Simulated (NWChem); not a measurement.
All runs are NWChem calculations. System: H2ClGa, charge 0, spin multiplicity 1, at a geometry optimised with PBE/def2-SVP. The structure started from a generated list of species. Level: CIS/def2-SVPD.

Part of the output:

```
             Northwest Computational Chemistry Package (NWChem) 7.3.0
             --------------------------------------------------------

                                NWChem Input Module
                                -------------------

 Scaling coordinates for geometry "geometry" by  1.889725989
 (inverse scale =  0.529177249)

 Turning off AUTOSYM since
 SYMMETRY directive was detected!

                             Geometry "geometry" -> ""
                             -------------------------

 Output coordinates in angstroms (scale by  1.889725989 to convert to a.u.)

  No.       Tag          Charge          X              Y              Z
 ---- ---------------- ---------- -------------- -------------- --------------
    1 Ga                  31.0000     0.00000000     0.00000000     0.71202700
    2 H                    1.0000    -1.42374700     0.00000000     1.37405900
    3 H                    1.0000     1.42374700     0.00000000     1.37405900
    4 Cl                  17.0000     0.00000000     0.00000000    -1.46005700

 Effective nuclear repulsion energy (a.u.)     155.1453762484

            Nuclear Dipole moment (a.u.)
            ----------------------------
        X                 Y               Z
 ---------------- ---------------- ----------------
     0.0000000000     0.0000000000    -0.0000264562

      Symmetry information
      --------------------

 Group name             C2v
 Group number             16
 Group order               4
 No. of unique centers     3

      Symmetry unique atoms

     1    2    4


 Summary of "ao basis" -> "" (spherical)
 ------------------------------------------------------------------------------
       Tag                 Description            Shells   Functions and Types
 ---------------- ------------------------------  ------  ---------------------
 *                         def2-svpd                  on all atoms

  xc_inp: hfexch multiplicative factor not found.

                                 NWChem DFT Module
                                 -----------------

 Summary of "ao basis" -> "ao basis" (spherical)
 ------------------------------------------------------------------------------
       Tag                 Description            Shells   Functions and Types
 ---------------- ------------------------------  ------  ---------------------
 Ga                        def2-svpd                14       38   6s4p4d
 H                         def2-svpd                 4        8   2s2p
[...]
            d_CD3 =   3.7671 Angstrom
     Pearson C.C. =   0.0158

     Occ.   21  a1  ---  Virt.   26  b2      -0.06064
     Occ.   23  a1  ---  Virt.   26  b2      -0.15274
     Occ.   24  b2  ---  Virt.   27  a1       0.22866
     Occ.   24  b2  ---  Virt.   28  a1       0.81171
     Occ.   24  b2  ---  Virt.   29  a1      -0.28574
     Occ.   24  b2  ---  Virt.   30  a1       0.17971
     Occ.   24  b2  ---  Virt.   36  a1      -0.28963
     Occ.   24  b2  ---  Virt.   38  a1      -0.08332
     Occ.   24  b2  ---  Virt.   39  a1      -0.06439
     Occ.   24  b2  ---  Virt.   40  a1       0.15984
     Occ.   24  b2  ---  Virt.   43  a1      -0.08724
     Occ.   24  b2  ---  Virt.   47  a1       0.07602
     Occ.   25  b1  ---  Virt.   31  a2       0.05053
  ----------------------------------------------------------------------------
  Root   7 singlet b1             0.329664170 a.u.                8.9706 eV
  ----------------------------------------------------------------------------
     Transition Moments    X  0.71058   Y -0.00000   Z  0.00000
     Transition Moments   XX  0.00000  XY  0.00000  XZ  4.33025
     Transition Moments   YY  0.00000  YZ  0.00000  ZZ  0.00000
     Dipole Oscillator Strength                    0.1109702672
     Electric Quadrupole                           0.0000035774
     Magnetic Dipole                               0.0000023417
     Total Oscillator Strength                     0.1109761864

          sigma_e =   3.4482 Angstrom
          sigma_h =   1.9566 Angstrom
         |d_h->e| =   0.7650 Angstrom
            d_exc =   3.7336 Angstrom
            d_CD1 =   2.2566 Angstrom
            d_CD2 =  -1.9373 Angstrom
            d_CD3 =   4.4986 Angstrom
     Pearson C.C. =   0.1752

     Occ.   21  a1  ---  Virt.   32  b1       0.06762
     Occ.   22  b1  ---  Virt.   27  a1      -0.15359
     Occ.   22  b1  ---  Virt.   28  a1       0.18016
     Occ.   22  b1  ---  Virt.   29  a1      -0.11830
     Occ.   22  b1  ---  Virt.   36  a1      -0.05120
     Occ.   22  b1  ---  Virt.   38  a1       0.06176
     Occ.   22  b1  ---  Virt.   40  a1      -0.07095
     Occ.   23  a1  ---  Virt.   32  b1      -0.09378
     Occ.   25  b1  ---  Virt.   27  a1       0.84711
     Occ.   25  b1  ---  Virt.   29  a1       0.35541
     Occ.   25  b1  ---  Virt.   38  a1       0.16924
     Occ.   25  b1  ---  Virt.   40  a1       0.13005
  ----------------------------------------------------------------------------
  Root   8 singlet b1             0.347390077 a.u.                9.4530 eV
  ----------------------------------------------------------------------------
     Transition Moments    X  0.99123   Y -0.00000   Z  0.00000
     Transition Moments   XX -0.00000  XY -0.00000  XZ  1.27152
     Transition Moments   YY -0.00000  YZ -0.00000  ZZ -0.00000
     Dipole Oscillator Strength                    0.2275495220
     Electric Quadrupole                           0.0000003609
     Magnetic Dipole                               0.0000098116
     Total Oscillator Strength                     0.2275596946

          sigma_e =   2.6967 Angstrom
          sigma_h =   1.9441 Angstrom
         |d_h->e| =   0.9313 Angstrom
            d_exc =   3.0827 Angstrom
            d_CD1 =   1.6838 Angstrom
            d_CD2 =  -1.3891 Angstrom
            d_CD3 =   4.0140 Angstrom
     Pearson C.C. =   0.2304

     Occ.   21  a1  ---  Virt.   37  b1      -0.05317
     Occ.   22  b1  ---  Virt.   28  a1      -0.45478
     Occ.   22  b1  ---  Virt.   29  a1      -0.10833
     Occ.   22  b1  ---  Virt.   36  a1       0.05391
     Occ.   22  b1  ---  Virt.   38  a1       0.09954
     Occ.   22  b1  ---  Virt.   39  a1       0.09273
     Occ.   22  b1  ---  Virt.   40  a1      -0.07982
     Occ.   23  a1  ---  Virt.   34  b1       0.08197
     Occ.   23  a1  ---  Virt.   37  b1       0.08381
     Occ.   25  b1  ---  Virt.   27  a1      -0.25821
     Occ.   25  b1  ---  Virt.   28  a1       0.13355
     Occ.   25  b1  ---  Virt.   29  a1       0.78004
     Occ.   25  b1  ---  Virt.   30  a1      -0.08632
     Occ.   25  b1  ---  Virt.   39  a1      -0.10684
     Occ.   25  b1  ---  Virt.   43  a1       0.09029

              Target root =      1
          Target symmetry = none
      Ground state energy =  -2383.572722349177
        Excitation energy =      0.235243038541
     Excited state energy =  -2383.337479310636

  stored tddft:energy   -2383.3374793106364

 Task  times  cpu:       64.5s     wall:       64.5s

 Total times  cpu:       64.5s     wall:       64.5s
```

Write an NWChem input that would produce this output.

Several could match; the one computed here: 
```
start mol
memory heap 200 mb stack 900 mb global 1100 mb
geometry units angstroms nocenter noautoz
  Ga     0.000000     0.000000     0.712027
  H     -1.423747     0.000000     1.374059
  H      1.423747     0.000000     1.374059
  Cl     0.000000     0.000000    -1.460057
  symmetry group C2v
end
basis spherical
  * library def2-svpd
end
dft
  xc hfexch
  semidirect memsize 60000000 filesize 0
  iterations 100
end
tddft
  cis
  nroots 8
  notriplet
  thresh 1e-4
end
task tddft energy
```
